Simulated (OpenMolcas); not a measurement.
## Pr3+: the spin-orbit constant, worked from levels

| Property | Result |
| --- | --- |
| Program | OpenMolcas |
| Basis | ANO-RCC-VQZP [9s8p6d4f3g2h] |
| Scalar Hamiltonian | DKH2, point nucleus |
| Active space | 2 electrons in 7 orbitals (4f) |
| State averaging | 2S+1 = 3 even, 21 roots; 2S+1 = 1 even, 28 roots |
| Spin-orbit coupling | RASSI with atomic mean-field integrals over the reference wave functions, term energies averaged over their components |

Methods: CASSCF; SS-CASPT2, IPEA 0.25 Eh, imaginary shift 0.1 Eh (closed shells correlated: 5s 5p). Measured levels: Martin, Zalubas and Hagan, Atomic Energy Levels: The Rare-Earth Elements, NSRDS-NBS 60 (1978).

**The spin-orbit constant.** For the Hund term ³H of f2, E(J) = (A/2) J(J+1) + constant and ζ = 2S·A = 2A. From J = 4 to J = 6 the energy changes by 11 A.

| Source | E(6) - E(4) | A | ζ |
| --- | --- | --- | --- |
| CASSCF | 4687.0 | 426.1 | 852 |
| SS-CASPT2 | 4718.3 | 428.9 | 858 |
| measured | 4389.1 | 399.0 | 798 |

All in cm-1. SS-CASPT2 is off by +7.5 % and CASSCF by +6.8 %. Both methods take the spin-orbit matrix elements from the reference wave functions, so the second can move ζ only through the term energies and any multistate remixing. Second-order mixing with other terms is absorbed into this ζ.

CASPT2 breaks the degeneracy within a term, and the mean is taken; among the terms shown or strongly mixed into the levels shown the widest spread is 53 cm-1 (4f² ³H, SS-CASPT2). Without dynamic correlation excited terms often stand tens of per cent too high (terms of higher spin than the ground term too low), and those without a measured partner can miss by more than the paired ones (holds for CASSCF). Computed and measured levels are paired by configuration, term and J; levels that our copy of the source lacks, or whose pairing is in doubt (as where it misses far off the trend of its configuration), stay unpaired and out of the deviations. Only configurations of the active space appear.
